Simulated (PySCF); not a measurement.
Compound: VOCl3 (singlet state).
Cartesian coordinates in Å at the PBE0-D3(BJ)/def2-SVP level; atoms count from 1:
```
atom  x, y, z in Å
O1     0.0267   -0.0929    1.6061
V2     0.0048   -0.0083    0.0812
Cl3   -0.9955   -1.7306   -0.6652
Cl4    2.0176    0.0221   -0.5988
Cl5   -1.0201    1.7758   -0.4613
```

Theory: PBE0-D3(BJ)/def2-SVP geometry optimisation, gas phase in PySCF.

(1) Which atoms are bound to V2, and at what distances?

(2) List the angles at V2.

(3) What is the shape at V2?

## Answers

(1) 4 atoms: O1 1.527 Å, Cl4 2.125 Å, Cl3 2.127 Å, Cl5 2.128 Å.

(2) 
| angle | degrees | distance of the outer atoms (Å) |
| --- | --- | --- |
| Cl3–V2–Cl5 | 111.3 | 3.51 |
| Cl4–V2–Cl5 | 111.3 | 3.51 |
| Cl3–V2–Cl4 | 110.2 | 3.49 |
| O1–V2–Cl3 | 108.2 | 2.98 |
| O1–V2–Cl5 | 107.9 | 2.98 |
| O1–V2–Cl4 | 107.9 | 2.97 |

(3) Tetrahedral: angles from 107.9° to 111.3°; τ4 = (360° − α − β)/141° = 0.97 with α and β the two widest (0 for a square, 1 for a tetrahedron). Differences among atoms that C3v makes equivalent are scatter left by the optimiser.

Point group: C3v (tolerance 0.08 Å). Charge 0, singlet. Whether it is a minimum is left open (no frequencies).
